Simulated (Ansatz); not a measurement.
BMe2(NH2) (C2H8BN). Charge 0, multiplicity 3. Geometry PBE0-D4/def2-SVP, that of the neutral singlet; atoms count from 1.

```xyz
12

B     0.1569   -0.0380    0.1106
C    -1.2939   -0.3283    0.6756
H    -1.3101   -0.7202    1.7054
H    -1.8155   -1.0571    0.0304
H    -1.9105    0.5869    0.6518
C     0.3463    0.5688   -1.3399
H     1.3973    0.7119   -1.6386
H    -0.1617    1.5463   -1.4150
H    -0.1351   -0.0770   -2.0950
N     1.2793   -0.3231    0.8972
H     1.2183   -0.7065    1.8315
H     2.2287   -0.1637    0.5861
```

At PBE0-D4/def2-TZVP a singlet of charge 0 lies 6.77 eV below the triplet at the same geometry.

Question: Estimate the Mulliken populations from the PBE0/def2-TZVP orbitals of Ansatz.

Answer: 
```json
{"atom": "B1", "charge (e)": "-0.25", "spin (α − β)": "1.00"}
{"atom": "C2", "charge (e)": "-0.46", "spin (α − β)": "-0.05"}
{"atom": "H3", "charge (e)": "0.07", "spin (α − β)": "0.00"}
{"atom": "H4", "charge (e)": "0.12", "spin (α − β)": "0.05"}
{"atom": "H5", "charge (e)": "0.13", "spin (α − β)": "0.05"}
{"atom": "C6", "charge (e)": "-0.46", "spin (α − β)": "-0.05"}
{"atom": "H7", "charge (e)": "0.07", "spin (α − β)": "0.00"}
{"atom": "H8", "charge (e)": "0.12", "spin (α − β)": "0.04"}
{"atom": "H9", "charge (e)": "0.13", "spin (α − β)": "0.05"}
{"atom": "N10", "charge (e)": "-0.03", "spin (α − β)": "0.99"}
{"atom": "H11", "charge (e)": "0.27", "spin (α − β)": "-0.04"}
{"atom": "H12", "charge (e)": "0.27", "spin (α − β)": "-0.04"}
```
Mulliken values and Mayer orders depend strongly on the basis.

Question: Where does the spin sit?

Answer: Summed by element: B 1.00, C -0.11, H 0.12, N 0.99, of 2 unpaired in all. Largest on single atoms: B1 1.00, N10 0.99, C2 -0.05.

Question: And the Mayer bond orders between bonded heavy atoms (over 0.3)?

Answer: B1–C2 1.08 (1.58 Å); B1–C6 1.08 (1.58 Å); B1–N10 0.71 (1.40 Å).
